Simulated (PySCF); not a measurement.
**NMR parameters of (ClSi)4S6 adamantane**

(ClSi)4S6 adamantane, Cl4S6Si4, point group Td.

Bonds: Si1-Cl2 2.038 Å, Si1-S3 2.135 Å, Si1-S9 2.136 Å, Si1-S13 2.136 Å, S3-Si4 2.136 Å, Si4-Cl5 2.039 Å, Si4-S6 2.136 Å, Si4-S14 2.136 Å, S6-Si7 2.137 Å, Si7-Cl8 2.039 Å, Si7-S9 2.136 Å, Si7-S10 2.138 Å, S10-Si11 2.138 Å, Si11-Cl12 2.040 Å, Si11-S13 2.137 Å, Si11-S14 2.138 Å.

GIAO calculations in PySCF 2.14.0 with density-fitted response routines on the PBE0-D3(BJ)/def2-SVP structure: isolated species, non-relativistic, equivalent atoms averaged; basis pcSseg-1.

Task: Give the isotropic shieldings (ppm) with PBE0, wB97X-D.

Result: 
```csv
atoms,environment,PBE0,wB97X-D
Cl2/Cl5/Cl8/Cl12,chlorine bonded to Si,795,805
S3/S6/S9/S10/S13/S14,sulfur bonded to 2 Si,503,514
Si1/Si4/Si7/Si11,"silicon bonded to Cl, 3 S",316.8,311.1
HOMO–LUMO gap (eV),–,5.23,8.77
```

Task: And the chemical shifts, against references computed in the same way?

Result: 
```
               atoms  nucleus, reference  PBE0  wB97X-D
    Cl2/Cl5/Cl8/Cl12      $^{35}$Cl, HCl   149      135
S3/S6/S9/S10/S13/S14       $^{33}$S, CS2    -7      -21
    Si1/Si4/Si7/Si11      $^{29}$Si, TMS  35.2     41.9
```

Task: Which part of the shielding of Cl2/Cl5/Cl8/Cl12 depends on the functional?

Result: Diamagnetic: PBE0 1146, wB97X-D 1146 ppm; paramagnetic: PBE0 -352, wB97X-D -342 ppm. The diamagnetic part, set mainly by inner electrons, hardly moves; the paramagnetic part goes with low-lying magnetically allowed excitations and carries the spread.
